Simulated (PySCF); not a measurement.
## Mayer bond orders and bond lengths

Species: C4H5N3S.
Atom-mapped SMILES: `[CH3:1][S:2][c:3]1[cH:4][n:5][n:6][cH:7][n:8]1` (hydrogens: H9, H10, H11 on C1; H12 on C4; H13 on C7)

Structure used (GFN2-xTB), in Å, numbered top down from 1:
```xyz
13
C4H5N3S angstrom
C      2.3390    0.6079    0.2737
S      1.5722   -1.0146    0.0153
C     -0.1037   -0.5843    0.1572
C     -1.1236   -1.5497    0.0261
N     -2.3799   -1.2029    0.1376
N     -2.6958    0.0486    0.3725
C     -1.7284    0.9278    0.4901
N     -0.4263    0.6793    0.3944
H      3.4113    0.4593    0.2059
H      1.9915    1.2878   -0.4973
H      2.0593    0.9772    1.2549
H     -0.9083   -2.5895   -0.1670
H     -2.0117    1.9535    0.6832
```

Bond orders from the PBE0/pcSseg-1 density (PySCF). The structure is a single GFN2-xTB conformer in the gas phase; no vibrational or solvent corrections.

Problem. How far do the computed orders between heavy atoms stray from the drawn ones?

Solution. The largest departure is 0.307, at C3–C4 (drawn aromatic, 1.193), counting aromatic bonds as 1.5. The bonds drawn aromatic range from 1.19 to 1.56.

Problem. Give the Mayer order of every bond, beside its length.

Solution. 
| bond | drawn as | length (Å) | Mayer order |
| --- | --- | --- | --- |
| C1–S2 | single | 1.813 | 0.995 |
| S2–C3 | single | 1.736 | 1.084 |
| C3–C4 | aromatic | 1.410 | 1.193 |
| C4–N5 | aromatic | 1.308 | 1.558 |
| N5–N6 | aromatic | 1.312 | 1.275 |
| N6–C7 | aromatic | 1.312 | 1.514 |
| C7–N8 | aromatic | 1.329 | 1.416 |
| N8–C3 | aromatic | 1.326 | 1.433 |
| C1–H9 | single | 1.085 | 0.948 |
| C1–H10 | single | 1.085 | 0.944 |
| C1–H11 | single | 1.085 | 0.944 |
| C4–H12 | single | 1.079 | 0.967 |
| C7–H13 | single | 1.082 | 0.957 |

By pair of heavy elements: C–S: lowest C1–S2 (0.995, 1.813 Å), highest S2–C3 (1.084, 1.736 Å). C–N: lowest C7–N8 (1.416, 1.329 Å), highest C4–N5 (1.558, 1.308 Å).

Problem. Sum the orders of all bonds at each heavy atom with more than one neighbour and set the sums beside the valence in the SMILES.

Solution. C1 3.831 (drawn 4), S2 2.079 (drawn 2), C3 3.710 (drawn 4), C4 3.718 (drawn 4), N5 2.833 (drawn 3), N6 2.789 (drawn 3), C7 3.887 (drawn 4), N8 2.849 (drawn 3). Orders between atoms that aren't bonded are not in these sums.

For a closed shell the Mayer order of atoms A and B is Σ (PS)μν (PS)νμ over the basis functions μ on A and ν on B, with P the density and S the overlap matrix.

The run behind these numbers computed NMR shieldings as well. Rough CPU time on one thread of a shared machine: about 50 s.
